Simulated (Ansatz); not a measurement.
Cost and result for the atomization energy of CH5AlGaNO (10 atoms, 10 bonds).

Cartesian coordinates in Å:
```
N -0.403 0.234 2.430
Ga 0.860 0.407 1.147
C 0.289 -0.145 -0.692
O 0.484 -1.290 -1.187
Al -0.435 -0.227 -2.508
H -0.272 0.530 3.382
H -1.292 -0.216 2.295
H 2.205 1.123 1.469
H -1.954 -0.639 -2.650
H 0.518 0.222 -3.686
```

The species carries charge 0 and has multiplicity 1. Correlated methods include outer-core shells of Ga, which these sets cover unevenly. Scalar relativity is left out up to krypton. The bonds changed during the relaxation, so this is another structure than the one it started from. All single points use the PBE0-D4/def2-TZVP geometry. It is one conformer, not always the lowest. Program: Ansatz. All runs use 4 threads of an Arm Neoverse V2 on a shared host. Times are those of one run each, without the atoms' runs, and a repeat can differ threefold. Electronic energies, without spin–orbit coupling; frozen cores. CCSD(T)/CBS adds CCSD(T) − MP2 in def2-TZVPP to the MP2 limit, and its time is that of the two runs behind it. T1 = 0.017. With those shells the extrapolation isn't a true limit. B3LYP takes the VWN-RPA correlation (the form of Gaussian; ORCA's B3LYP/G). HSE06 is the plane-wave form, built on full-range PBE exchange.

CCSD(T)/CBS is a level of theory with its own doubt, some kJ/mol a heavy atom from the limit and from the frozen cores, so smaller differences don't rank the functionals.

| level | functions | wall time | atomization (kcal/mol) | difference from CCSD(T)/CBS | per bond |
| --- | --- | --- | --- | --- | --- |
| LDA (SPW92)/def2-TZVPP | 253 | 1.2 s | 877.1 | 117.2 | 11.7 |
| BLYP-D4/def2-TZVPP | 253 | 2 s | 757.3 | -2.6 | -0.3 |
| PBE-D4/def2-TZVPP (with forces) | 253 | 2.2 s | 771.7 | 11.8 | 1.2 |
| BHLYP-D4/def2-TZVPP | 253 | 3 s | 724.7 | -35.2 | -3.5 |
| HSE06-D4/def2-TZVPP | 253 | 3.2 s | 751.5 | -8.4 | -0.8 |
| CAM-B3LYP-D4/def2-TZVPP | 253 | 3.3 s | 759.9 | 0.0 | 0.0 |
| B3LYP-D4/def2-TZVPP (with forces) | 253 | 4.1 s | 753.8 | -6.1 | -0.6 |
| B2PLYP/def2-TZVPP | 253 | 5.5 s | 747.1 | -12.8 | -1.3 |
| CCSD(T)/def2-SVP | 117 | 6.5 s | 708.2 | -51.7 | -5.2 |
| ωB97X-V/def2-TZVPP | 253 | 7.5 s | 762.6 | 2.7 | 0.3 |
| MP2/def2-QZVPP | 480 | 20 s | 765.1 | 5.2 | 0.5 |
| CCSD(T)/def2-TZVPP | 253 | 2.5 min | 737.3 | -22.6 | -2.3 |
| CCSD(T)/CBS(def2) | – | 2.9 min | 759.9 | 0.0 | 0.0 |

The D4 term adds +8.0 kcal/mol with B3LYP and +4.2 kcal/mol with PBE0; it sums over pairs of atoms, weighted by their polarisabilities, and B3LYP, whose exchange is more repulsive, gets the larger term. From BLYP to BHLYP (50 % exact exchange), in def2-TZVPP and without D4, the atomization energy moves by −28.8 kcal/mol: exact exchange takes away binding that semilocal exchange gives to molecules. At CCSD(T), def2-SVP lies −51.8 kcal/mol from the extrapolated value and def2-TZVPP −22.6 kcal/mol: correlation converges slowly with the basis, and small sets miss more of it in the bonded molecule than in its fragments.
